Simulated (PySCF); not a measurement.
Species: C₄H₆Cl₂Si.
Bonds: Cl1–C2, C2–Si3, Si3–C4, C4–Cl5, C4–C6, C6–C7 (double), C4–C7. Hydrogens: H8, H9 on C2; H10, H11 on Si3; H12 on C6; H13 on C7.

Definitions: NICS(0) = −σiso at the ring centroid; NICS(1) = −σiso and NICS(1)zz = −σzz at ±1 Å along the ring normal z. Level: GIAO PBE0/pcSseg-1 (PySCF, non-relativistic, gas phase) on the GFN2-xTB geometry, one conformer.

Ring bond lengths (Å), with Mayer bond orders in brackets: C4–C6 1.489 (0.95), C6–C7 1.302 (1.64), C7–C4 1.487 (0.96).

**Question.** What do the NICS probes read (ppm)?

**Answer.** 
| ring | type | NICS(0) | NICS(1), two faces | NICS(1)zz, two faces | rms pucker (Å) | centre to ring atoms, mean (Å) |
| --- | --- | --- | --- | --- | --- | --- |
| C4–C6–C7 | 3-membered carbocycle; formal bonds 1 double, 2 single | -28.7 | -9.2 / -5.2 | -19.3 / -12.6 | 0.00 | 0.82 |

**Question.** What do they say, and how far can they be read as aromaticity?

**Answer.** 
- C4–C6–C7: mean NICS(1)zz -16.0 ppm, shielded. C4 has four or more neighbours; no verdict on aromaticity is drawn. The two faces differ by 6.7 ppm, so no symmetry operation interchanges them. NICS(0) lies 22 ppm below the mean NICS(1).

**Question.** At the first NICS(1) probe listed for ring C4–C6–C7, 1 Å off the ring, what do the in-plane components average?

**Answer.** The isotropic value is a third of the trace: (3 × -9.2 − (-19.3))/2 = -4.1 ppm.

**Question.** List the ring angles and the Hirshfeld charges of the ring atoms.

**Answer.** 
- C4–C6–C7: C4 51.9° (-0.069 e), C6 64.0° (-0.027 e), C7 64.1° (-0.030 e); sum 180.0° against 180° for a flat convex ring.

The values belong to the conformer `[Cl:1][CH2:2][SiH2:3][C:4]1([Cl:5])[CH:6]=[CH:7]1`: Cl1–C2–Si3–C4 65°, C2–Si3–C4–Cl5 70°.
